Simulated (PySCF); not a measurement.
Molfile (atoms numbered from 1):
```
C6H7FO
     RDKit          3D

 15 14  0  0  0  0  0  0  0  0999 V2000
   -2.0250    0.6005   -2.5256 C   0  0  0  0  0  0  0  0  0  0  0  0
   -1.4356    0.4812   -1.4862 C   0  0  0  0  0  0  0  0  0  0  0  0
   -0.7688    0.3567   -0.2472 C   0  0  0  0  0  0  0  0  0  0  0  0
   -1.4338    0.9222    0.9750 C   0  0  0  0  0  0  0  0  0  0  0  0
    0.4215   -0.2502   -0.1810 C   0  0  0  0  0  0  0  0  0  0  0  0
    1.0093   -0.7532   -1.2894 F   0  0  0  0  0  0  0  0  0  0  0  0
    1.1268   -0.4159    0.9524 O   0  0  0  0  0  0  0  0  0  0  0  0
    2.3706   -1.0808    0.8531 C   0  0  0  0  0  0  0  0  0  0  0  0
   -2.5306    0.6989   -3.4389 H   0  0  0  0  0  0  0  0  0  0  0  0
   -0.8092    0.7533    1.8468 H   0  0  0  0  0  0  0  0  0  0  0  0
   -2.4026    0.4486    1.1280 H   0  0  0  0  0  0  0  0  0  0  0  0
   -1.5981    1.9918    0.8509 H   0  0  0  0  0  0  0  0  0  0  0  0
    2.7688   -1.1055    1.8649 H   0  0  0  0  0  0  0  0  0  0  0  0
    3.0573   -0.5391    0.1968 H   0  0  0  0  0  0  0  0  0  0  0  0
    2.2450   -2.1004    0.4785 H   0  0  0  0  0  0  0  0  0  0  0  0
  1  2  3  0
  2  3  1  0
  3  4  1  0
  3  5  2  0
  5  6  1  0
  5  7  1  0
  7  8  1  0
  1  9  1  0
  4 10  1  0
  4 11  1  0
  4 12  1  0
  8 13  1  0
  8 14  1  0
  8 15  1  0
M  END
```

[PySCF 2.14.0 with density-fitted response routines: coordinates at the GFN2-xTB level; GIAO PBE0/pcSseg-1 shieldings; non-relativistic Hamiltonian; gas phase; one computed conformer; one averaged value for each set of equivalent atoms]

Problem. List the cross peaks expected in HSQC, COSY and HMBC spectra.

Solution. 

HSQC (one-bond C–H):
```tsv
δH	δC
3.98 (H13/H14/H15)	55.0 (C8)
2.68 (H9)	88.9 (C1)
1.77 (H10/H11/H12)	16.0 (C4)
```

HMBC (two and three bonds, from the bond graph):
```tsv
δH	δC
3.98 (H13/H14/H15)	174.6 (C5)
2.68 (H9)	83.4 (C2), 75.5 (C3)
1.77 (H10/H11/H12)	174.6 (C5), 83.4 (C2), 75.5 (C3)
```

No COSY cross peaks are expected.

Referencing at the same level of theory: TMS for $^{1}$H (σ = 31.72 ppm), $^{13}$C (σ = 186.93 ppm).

Shifts are as computed. Against solution values, carbons near 30 ppm lie about +3 ppm off and those near 130 ppm about +5 ppm. Of 1211 compounds with measured shifts, 218 miss one by over three times the rms of a fit or turn the order of signals round; such compounds aren't used in these exercises.
